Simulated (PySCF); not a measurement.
Species: C10H8S.
Atom-mapped SMILES: `[cH:1]1[cH:2][cH:3][c:4](-[c:5]2[cH:6][cH:7][cH:8][s:9]2)[cH:10][cH:11]1` (hydrogens: H12 on C1; H13 on C2; H14 on C3; H15 on C6; H16 on C7; H17 on C8; H18 on C10; H19 on C11)

Computed by this run: PySCF, PBE0-D3(BJ)/def2-SVP geometry optimisation, gas phase; density fitting, grid level 1; the optimiser is geomeTRIC in internal coordinates, started from a GFN2-xTB structure with every atom displaced at random (about 0.01 Å).

Step 0: E = -21308.8499 eV
```
atom  x, y, z in Å  |  force x, y, z in eV/Å
C1     -3.1963    0.5253   -0.1952   -2.055   0.785   0.525
C2     -2.4906    1.2283    0.7567   -0.351   0.288   0.416
C3     -1.1270    1.1505    0.7586    1.743   0.112   0.282
C4     -0.3932    0.3911   -0.1870   -2.766  -0.012   0.011
C5      1.0179    0.3031   -0.1778    1.286   0.771   1.078
C6      1.8548   -0.3726   -1.0071    0.705  -0.392  -0.286
C7      3.2326   -0.2255   -0.6885   -0.929   0.465   0.357
C8      3.4378    0.5846    0.3828   -1.215   0.194   0.312
S9      1.9447    1.1698    1.0572    0.275  -0.545  -0.810
C10    -1.1799   -0.2960   -1.1343    0.455   0.307   0.231
C11    -2.5646   -0.2143   -1.1397    0.942  -0.808  -0.812
H12    -4.2891    0.6132   -0.2000    0.065  -0.114  -0.035
H13    -3.0201    1.8400    1.4934    0.103  -0.061  -0.010
H14    -0.5576    1.6895    1.5245   -0.089   0.048  -0.016
H15     1.5150   -0.9909   -1.8271   -0.163  -0.135  -0.257
H16     4.0191   -0.6766   -1.2331    0.953  -0.585  -0.677
H17     4.3497    0.8783    0.8438    0.940   0.226   0.374
H18    -0.6888   -0.8857   -1.8857    0.280  -0.404  -0.485
H19    -3.1227   -0.7538   -1.8962   -0.179  -0.141  -0.198
```

Step 1: E = -21309.0571 eV
```
atom  x, y, z in Å  |  force x, y, z in eV/Å
C1     -3.2465    0.5446   -0.1967    0.226  -0.221  -0.162
C2     -2.5138    1.2263    0.7692    0.131   0.080   0.063
C3     -1.1209    1.1612    0.7781   -0.341  -0.038  -0.025
C4     -0.4359    0.4017   -0.1786    0.587   0.053   0.046
C5      1.0369    0.3206   -0.1620   -0.290  -0.013  -0.109
C6      1.8729   -0.3947   -0.9952   -0.118   0.030   0.016
C7      3.2461   -0.2365   -0.6832    0.229  -0.124  -0.115
C8      3.4497    0.5925    0.3876    0.156   0.098   0.050
S9      1.9708    1.1984    1.0058   -0.006  -0.041   0.046
C10    -1.1804   -0.2783   -1.1532   -0.050  -0.110  -0.065
C11    -2.5674   -0.2119   -1.1590   -0.182   0.142   0.095
H12    -4.3343    0.5829   -0.1997   -0.131   0.043  -0.002
H13    -3.0270    1.8191    1.5283   -0.024   0.028   0.034
H14    -0.5689    1.7058    1.5461    0.052   0.010   0.033
H15     1.5089   -1.0184   -1.8120    0.005  -0.003   0.010
H16     4.0608   -0.7195   -1.2353   -0.145   0.068   0.110
H17     4.3977    0.8894    0.8431   -0.121  -0.028  -0.058
H18    -0.6730   -0.8759   -1.9147   -0.001   0.046   0.046
H19    -3.1342   -0.7489   -1.9231    0.023  -0.021  -0.012
```

Step 2: E = -21309.0580 eV
```
atom  x, y, z in Å  |  force x, y, z in eV/Å
C1     -3.2443    0.5408   -0.2081   -0.113  -0.048  -0.057
C2     -2.5343    1.2279    0.7733    0.134  -0.095  -0.118
C3     -1.1436    1.1589    0.7934    0.134   0.130   0.182
C4     -0.4249    0.4124   -0.1530   -0.053  -0.094  -0.111
C5      1.0407    0.3240   -0.1493   -0.125   0.049   0.102
C6      1.8636   -0.3977   -0.9884    0.002  -0.026  -0.019
C7      3.2441   -0.2463   -0.6960   -0.016   0.041  -0.017
C8      3.4643    0.5956    0.3627    0.003  -0.039   0.037
S9      1.9932    1.1890    1.0135   -0.001   0.061  -0.015
C10    -1.1649   -0.2696   -1.1331   -0.018  -0.071  -0.097
C11    -2.5531   -0.2087   -1.1625   -0.004   0.087   0.103
H12    -4.3357    0.5839   -0.2320   -0.004   0.012  -0.001
H13    -3.0599    1.8199    1.5266    0.019  -0.016  -0.014
H14    -0.6024    1.7025    1.5720    0.038   0.011   0.017
H15     1.4864   -1.0251   -1.7961    0.014   0.001  -0.001
H16     4.0450   -0.7377   -1.2506   -0.016   0.009   0.003
H17     4.4155    0.8959    0.7999   -0.004  -0.006   0.009
H18    -0.6447   -0.8596   -1.8894   -0.007   0.000  -0.008
H19    -3.1033   -0.7478   -1.9375    0.015  -0.004   0.006
```

Task: Estimate the geometry and energy of step 3. (The exact step hangs on the optimiser's Hessian estimate; all steps are aligned on step 2, rigid shifts and turns removed.)

Result: E = -21309.0628 eV, largest force 0.095 eV/Å
```
atom  x, y, z in Å  |  force x, y, z in eV/Å
C1     -3.2442    0.5436   -0.2044   -0.054  -0.029  -0.028
C2     -2.5213    1.2260    0.7718    0.055  -0.026  -0.033
C3     -1.1313    1.1547    0.7889    0.011   0.057   0.075
C4     -0.4273    0.4037   -0.1648    0.001  -0.061  -0.062
C5      1.0366    0.3193   -0.1559   -0.055   0.005   0.044
C6      1.8674   -0.3992   -0.9900    0.006  -0.014  -0.005
C7      3.2454   -0.2411   -0.6890   -0.015   0.039  -0.015
C8      3.4565    0.6018    0.3708   -0.020  -0.047   0.021
S9      1.9789    1.1893    1.0120    0.012   0.057  -0.014
C10    -1.1735   -0.2763   -1.1427    0.005  -0.014  -0.019
C11    -2.5616   -0.2079   -1.1621   -0.009   0.046   0.049
H12    -4.3358    0.5928   -0.2205    0.017   0.013   0.002
H13    -3.0403    1.8199    1.5280    0.004  -0.009  -0.006
H14    -0.5821    1.6956    1.5645    0.011  -0.004  -0.003
H15     1.4983   -1.0286   -1.7998    0.006  -0.001  -0.004
H16     4.0511   -0.7290   -1.2385    0.003  -0.002  -0.008
H17     4.4035    0.9061    0.8134    0.007  -0.003   0.012
H18    -0.6600   -0.8682   -1.9021    0.004   0.000  -0.007
H19    -3.1187   -0.7443   -1.9340    0.011  -0.008   0.001
```

The energy changes by -0.0047 eV. The first-order estimate −F·Δx gives -0.0071 eV and the mean of the old and new forces, exact on a quadratic surface, -0.0046 eV. The step makes an angle of 77° with the force vector and moves no atom by more than 0.023 Å.

What follows is the cost of the whole optimisation. Hardware: an Intel Xeon Platinum 8488C with one thread, shared host. Cost: 2.5 min of wall time, 0.91 GiB resident at most.
